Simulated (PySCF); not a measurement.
A geometry optimisation, step by step.

Compound: C2H6Cl2SSi.
SMILES with atom numbers: `[CH3:1][S:2][SiH2:3][CH:4]([Cl:5])[Cl:6]` (hydrogens: H7, H8, H9 on C1; H10, H11 on Si3; H12 on C4)

Computed by this run: PBE0-D3(BJ)/def2-SVP geometry optimisation, gas phase in PySCF; density fitting, grid level 1; the optimiser is geomeTRIC in internal coordinates, started from a GFN2-xTB structure with every atom displaced at random (about 0.01 Å). 6 of its 14 geometries are shown. The frame can shift and turn from step to step; on so coarse a grid that alone can change the energy by a few meV, and forces under 0.02 eV/Å are noise.

Step 0: E = -45897.6504 eV, largest atomic force 2.044 eV/Å
```
atom  x, y, z in Å  |  force x, y, z in eV/Å
C1      2.476   -0.219    0.078   -1.208   1.603  -0.385
S2      0.865   -0.477   -0.783    0.300  -0.160  -0.073
Si3    -0.479    0.257    0.705    0.759  -0.247  -0.193
C4     -2.179    0.029   -0.018   -1.348  -0.477   0.531
Cl5    -2.680   -1.688    0.122    0.228   0.015  -0.155
Cl6    -3.357    1.039    0.892    0.209   0.115  -0.002
H7      2.528   -0.842    0.942    0.244  -0.769   0.863
H8      3.255   -0.437   -0.639    0.445  -0.186  -0.321
H9      2.533    0.852    0.387    0.216  -0.546  -0.157
H10    -0.373   -0.518    1.954   -0.064  -0.067   0.316
H11    -0.234    1.682    0.938    0.058   0.526   0.152
H12    -2.315    0.294   -1.058    0.161   0.194  -0.575
```

Step 3: E = -45897.7793 eV, largest atomic force 0.092 eV/Å
```
atom  x, y, z in Å  |  force x, y, z in eV/Å
C1      2.454   -0.215    0.097   -0.028   0.084  -0.028
S2      0.878   -0.556   -0.755    0.004  -0.025  -0.012
Si3    -0.471    0.255    0.688    0.024   0.004   0.026
C4     -2.221    0.028   -0.023   -0.031  -0.056   0.023
Cl5    -2.613   -1.706   -0.135    0.016   0.014  -0.024
Cl6    -3.369    0.900    1.030    0.006   0.007   0.012
H7      2.538   -0.790    1.028    0.001  -0.031   0.052
H8      3.252   -0.533   -0.586    0.012  -0.005  -0.013
H9      2.577    0.858    0.306    0.010  -0.028  -0.007
H10    -0.402   -0.454    1.997   -0.018   0.016   0.000
H11    -0.230    1.715    0.891    0.005  -0.006  -0.008
H12    -2.333    0.444   -1.032   -0.001   0.028  -0.021
```

Step 5: E = -45897.7852 eV, largest atomic force 0.120 eV/Å
```
atom  x, y, z in Å  |  force x, y, z in eV/Å
C1      2.454   -0.192    0.100   -0.051   0.041  -0.033
S2      0.878   -0.659   -0.693    0.004  -0.006   0.014
Si3    -0.476    0.208    0.714    0.072  -0.012  -0.038
C4     -2.213    0.033   -0.036   -0.103   0.031   0.055
Cl5    -2.630   -1.678   -0.272    0.024  -0.011  -0.015
Cl6    -3.366    0.855    1.059    0.037  -0.021  -0.025
H7      2.555   -0.652    1.092    0.009  -0.018   0.032
H8      3.253   -0.576   -0.548    0.016  -0.001  -0.006
H9      2.556    0.900    0.180    0.013  -0.012  -0.001
H10    -0.453   -0.483    2.035   -0.029   0.019   0.012
H11    -0.197    1.665    0.887    0.011  -0.007   0.024
H12    -2.301    0.526   -1.013   -0.003  -0.002  -0.018
```

Step 8: E = -45897.7892 eV, largest atomic force 0.041 eV/Å
```
atom  x, y, z in Å  |  force x, y, z in eV/Å
C1      2.450   -0.166    0.092    0.017  -0.006   0.006
S2      0.879   -0.765   -0.615   -0.001  -0.004   0.005
Si3    -0.480    0.166    0.746   -0.019  -0.004  -0.002
C4     -2.206    0.044   -0.046    0.020   0.036   0.002
Cl5    -2.603   -1.653   -0.400   -0.004  -0.016   0.004
Cl6    -3.379    0.792    1.074   -0.005  -0.004  -0.003
H7      2.584   -0.507    1.129   -0.002   0.003  -0.015
H8      3.251   -0.599   -0.522   -0.006   0.004   0.000
H9      2.523    0.930    0.046   -0.005   0.006   0.003
H10    -0.541   -0.498    2.079    0.001  -0.008  -0.003
H11    -0.140    1.610    0.917    0.004   0.001  -0.001
H12    -2.276    0.594   -0.994    0.000  -0.007   0.004
```

Step 10: E = -45897.7901 eV, largest atomic force 0.051 eV/Å
```
atom  x, y, z in Å  |  force x, y, z in eV/Å
C1      2.448   -0.151    0.078    0.005   0.015  -0.005
S2      0.877   -0.795   -0.589    0.004  -0.011  -0.005
Si3    -0.482    0.146    0.764   -0.016   0.020   0.026
C4     -2.202    0.047   -0.042    0.017  -0.044  -0.019
Cl5    -2.601   -1.656   -0.387   -0.003   0.019   0.003
Cl6    -3.385    0.805    1.056   -0.011   0.014   0.015
H7      2.618   -0.487    1.111    0.000  -0.004   0.004
H8      3.244   -0.560   -0.556    0.000   0.001  -0.004
H9      2.487    0.947    0.031   -0.002  -0.004   0.001
H10    -0.570   -0.518    2.096    0.002  -0.007  -0.007
H11    -0.116    1.584    0.943   -0.002  -0.001  -0.007
H12    -2.258    0.585   -0.997    0.005   0.004  -0.001
```

Step 13: E = -45897.7907 eV, largest atomic force under 0.02 eV/Å
```
atom  x, y, z in Å  |  force x, y, z in eV/Å
C1      2.445   -0.128    0.055   -0.005  -0.001  -0.003
S2      0.877   -0.839   -0.550    0.001   0.001   0.003
Si3    -0.485    0.114    0.795    0.007   0.002  -0.004
C4     -2.194    0.041   -0.036   -0.006  -0.012  -0.003
Cl5    -2.626   -1.655   -0.366    0.001   0.006   0.000
Cl6    -3.377    0.840    1.035    0.002   0.001   0.002
H7      2.671   -0.458    1.079    0.001  -0.001   0.002
H8      3.232   -0.503   -0.613    0.001   0.000  -0.001
H9      2.435    0.970    0.010    0.001  -0.001   0.000
H10    -0.600   -0.552    2.123   -0.002   0.002   0.001
H11    -0.097    1.546    0.972    0.000   0.000   0.002
H12    -2.221    0.570   -0.997    0.000   0.002   0.000
```

**Question.** Summarise the path.

**Answer.** The energy falls by 3.24 kcal/mol from step 0 to step 13; nine tenths of that is first reached at step 3. It falls at every step. The largest force goes from 2.044 to under 0.02 eV/Å. Among the bonds Si3–C4 changes most, from 1.862 to 1.902 Å; the atoms move by 0.298 Å rms after alignment.

The cost below is that of the whole optimisation. Time: 1.9 min of wall time; peak memory 0.55 GiB. Hardware: an Arm Neoverse V1 with one thread, no GPU, shared host with 32 logical CPUs at a one-minute load of 27.
